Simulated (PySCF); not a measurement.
SMILES c12ccoc1cccc2, GFN2-xTB optimised geometry.

```
15

C      2.21    -0.10     0.00
C      1.71    -1.40     0.00
C      0.36    -1.66     0.00
C     -0.49    -0.56     0.00
O     -1.84    -0.56     0.00
C     -2.22     0.74     0.00
C     -1.17     1.59     0.00
C      0.00     0.77     0.00
C      1.37     1.00     0.00
H      3.28     0.06     0.00
H      2.41    -2.23     0.00
H     -0.03    -2.66     0.00
H     -3.28     0.92     0.00
H     -1.21     2.66     0.00
H      1.76     2.00     0.00
```

Density from CAM-B3LYP/def2-TZVP (PySCF 2.14.0) at that geometry.

Minimum of the electron density along straight lines between bonded atoms, close to the bond critical point (lines longer than 1.1 times the sum of covalent radii, or with two minima, are not listed):

```
bond    length / Å  ρ at the minimum / e bohr⁻³  ∇²ρ there / e bohr⁻⁵  position (fraction from the first atom)
------  ----------  ---------------------------  --------------------  ---------------------------------------
C1–C2        1.396                        0.317                 -0.94                                     0.50
C2–C3        1.380                        0.325                 -0.97                                     0.50
C3–C4        1.386                        0.323                 -0.97                                     0.48
C4–O5        1.354                        0.296                 -0.45                                     0.34
O5–C6        1.354                        0.294                 -0.40                                     0.66
C6–C7        1.353                        0.344                 -1.04                                     0.52
C4–C8        1.410                        0.317                 -0.93                                     0.52
C7–C8        1.430                        0.294                 -0.82                                     0.50
C1–C9        1.378                        0.328                 -0.99                                     0.50
C8–C9        1.393                        0.317                 -0.95                                     0.51
C1–H10       1.080                        0.289                 -1.04                                     0.65
C2–H11       1.080                        0.289                 -1.04                                     0.65
C3–H12       1.078                        0.289                 -1.05                                     0.65
C6–H13       1.073                        0.297                 -1.12                                     0.66
C7–H14       1.071                        0.291                 -1.07                                     0.65
C9–H15       1.079                        0.289                 -1.04                                     0.65
```
